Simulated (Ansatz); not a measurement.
Reaction (silylene formation by 1,1-elimination): `[SiH3][SiH](Cl)Br` → `[SiH3]Cl` + `[SiH]Br`

Gas-phase electronic energies from Ansatz, PBE0-D4/def2-TZVP geometries. CBS: MP2 limit from def2 TZ/QZ plus the TZ coupled-cluster correction, frozen cores. This one scheme is used for every species. Functionals use def2-TZVPP. For Br outer-core shells are correlated without core-valence functions, which leaves a few kJ/mol of doubt a bond. Scalar relativity is left out up to krypton.

```tsv
species	r2SCANh-D4 energy (Eh)
`[SiH3][SiH](Cl)Br`	-3615.77223
`[SiH3]Cl`	-751.49538
`[SiH]Br`	-2864.19467
```

(1) Work out ΔE.

Largest T1 diagnostic among the species: 0.011.

Results:

(1) ΔE = (-751.49538) + (-2864.19467) − (-3615.77223) = 0.08218 Eh = +51.6 kcal/mol. CCSD(T)/CBS gives +47.2 kcal/mol.

At CCSD(T), def2-SVP lies −4.8 kcal/mol from the extrapolated value and def2-TZVPP −1.9 kcal/mol. The D4 term adds +4.4 kcal/mol with B3LYP and +2.4 kcal/mol with PBE0; it sums over pairs of atoms, weighted by their polarisabilities, and B3LYP, whose exchange is more repulsive, gets the larger term. Leaving LDA and LC-ωPBE aside and taking each functional with its dispersion term where it has one, the values, not all of them listed here, spread over 9.1 kcal/mol, from BLYP-D4 to r2SCAN0-D4. LDA lies +8.0 kcal/mol from PBE without D4.

B3LYP here is the variant with VWN-RPA as its local correlation; programs differ in this.
